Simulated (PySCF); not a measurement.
## Electron correlation in Ti²⁺ (titanium, charge +2)

[Ar] 3d2, high-spin 3F determinant. Calculation: PySCF 2.14, in x2c-QZVPPall (11s7p5d3f2g, 96 functions); scalar relativity by spin-free X2C-1e. Frozen: [Ar]; 2 electrons correlated.

With two correlated electrons CCSD is exact within the correlated space (frozen core and kept virtual orbitals).

| level | correlation energy (mhartree) |
| --- | --- |
| CCSD | -6.19 |

Diagnostics: T1 = 0.0019, D1 = 0.0027, largest double amplitude 0.017.

Cost of the coupled-cluster step: about 9 core-seconds, for 2 correlated electrons.

Iterations:

```
CC2 = 0
CCSD nocc = (np.int64(2), np.int64(0)), nmo = (87, 87)
frozen orbitals [[0, 1, 2, 3, 4, 5, 6, 7, 8], [0, 1, 2, 3, 4, 5, 6, 7, 8]]
max_cycle = 100
direct = 0
conv_tol = 1e-08
conv_tol_normt = 1e-06
diis_space = 8
diis_start_cycle = 0
Init t2, MP2 energy = -0.0048783455596479
Init E_corr(UCCSD) = -0.004878345560706
cycle = 1  E_corr(UCCSD) = -0.00586965377828962  dE = -0.000991308218  norm(t1,t2) = 0.00833133
cycle = 2  E_corr(UCCSD) = -0.00610191539755207  dE = -0.000232261619  norm(t1,t2) = 0.0025387
cycle = 3  E_corr(UCCSD) = -0.00619217315699595  dE = -9.02577594e-05  norm(t1,t2) = 0.000875951
cycle = 4  E_corr(UCCSD) = -0.00618770165655942  dE = 4.47150044e-06  norm(t1,t2) = 8.66838e-05
cycle = 5  E_corr(UCCSD) = -0.00618780134848053  dE = -9.96919211e-08  norm(t1,t2) = 5.76288e-06
cycle = 6  E_corr(UCCSD) = -0.00618779541023182  dE = 5.93824871e-09  norm(t1,t2) = 1.03104e-06
cycle = 7  E_corr(UCCSD) = -0.00618779654717524  dE = -1.13694342e-09  norm(t1,t2) = 1.35144e-07
UCCSD converged
E(UCCSD) = -852.0880036078826  E_corr = -0.006187796547175243
```
